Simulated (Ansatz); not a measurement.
Reactions of C8H16, SMILES `CCC1CCCCC1`.

Computed with Ansatz on PBE0-D4/def2-TZVP structures; ΔE is electronic, products minus reactants. CCSD(T)/CBS is the MP2 limit (def2-TZVPP, def2-QZVPP) plus CCSD(T) − MP2 in def2-TZVPP, frozen cores. This one scheme is used for every species. DFT in def2-TZVPP. B3LYP here is the variant with VWN-RPA as its local correlation; programs differ in this. For Ge outer-core shells are correlated without core-valence functions, which leaves a few kJ/mol of doubt a bond. Scalar relativity is left out up to krypton. One conformer a species, not always the lowest.

```tsv
reaction	CCSD(T)/CBS(def2) (kJ/mol)
`CCC1CCCCC1` + `NCF` → `CNCF` + `CC1CCCCC1`	?
`CCC1CCCCC1` + H₂ → `C1CCCCC1` + `CC`	-26
`CCC1CCCCC1` + `[NH2][Ge][SH]` → `C[S][Ge][NH2]` + `CC1CCCCC1`	13
`CCC1CCCCC1` → `C=C(C)C(CC)CC`	75
`CCC1CCCCC1` + `[SiH]O[SiH3]` → `CC[Si]O[SiH3]` + `C1CCCCC1`	?
`CCC1CCCCC1` + `[F][GeH]` → `C[CH2][Ge][F]` + `C1CCCCC1`	-9
```

(1) Fill in the missing values. (Best estimate.)

Largest T1 diagnostic: 0.014, for `[SiH]O[SiH3]`.

Answers

(1) Computed: `CCC1CCCCC1` + `NCF` → `CNCF` + `CC1CCCCC1`: +28.4 kJ/mol; `CCC1CCCCC1` + `[SiH]O[SiH3]` → `CC[Si]O[SiH3]` + `C1CCCCC1`: -5.3 kJ/mol.
